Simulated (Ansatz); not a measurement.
This geometry of CH$_{5}$BClFSi (10 atoms, charge 0, multiplicity 1) is a first-order saddle point.

Theory: RKS PBE0/def2-SVP in Ansatz 0.2.0.

```xyz
10
Properties=species:S:1:pos:R:3
B -0.481 0.374 1.784
Si -0.444 0.562 -0.219
C 0.788 -0.686 -1.045
F 1.361 -1.482 -0.100
Cl -0.050 -1.711 -2.250
H -1.376 0.884 2.416
H 0.395 -0.188 2.393
H -1.782 0.437 -0.869
H 0.078 1.943 -0.507
H 1.595 -0.183 -1.600
```

Problem. Which two structures does it join? (They come from a converged band through this point; their orientation in space is the band's.)

Solution. No bond is made or broken. The dihedral H8–Si2–C3–H10 goes from 171 to 51°.

First end point:

```xyz
10
Properties=species:S:1:pos:R:3
B -0.210 0.640 1.785
Si -0.524 0.455 -0.196
C 0.668 -0.820 -0.993
F 0.552 -2.014 -0.343
Cl 0.283 -1.040 -2.726
H -1.015 1.225 2.471
H 0.784 0.217 2.327
H -1.917 0.019 -0.514
H -0.263 1.779 -0.849
H 1.726 -0.513 -0.959
```

Last end point:

```xyz
10
Properties=species:S:1:pos:R:3
B -0.594 0.185 1.691
Si -0.389 0.685 -0.248
C 0.790 -0.571 -1.093
F 2.009 -0.556 -0.494
Cl 0.042 -2.197 -0.885
H -1.549 0.547 2.335
H 0.268 -0.444 2.254
H -1.658 0.698 -1.037
H 0.234 2.049 -0.341
H 0.930 -0.447 -2.178
```

Problem. How far does it lie above each of them?

Solution. 2.2 kcal/mol above the first and 3.2 kcal/mol above the second. This is the barrier of this one path; another mechanism may lie lower.

The run took 99 s on 2 threads of Arm Neoverse V2 (shared host), peak memory 0.24 GiB.
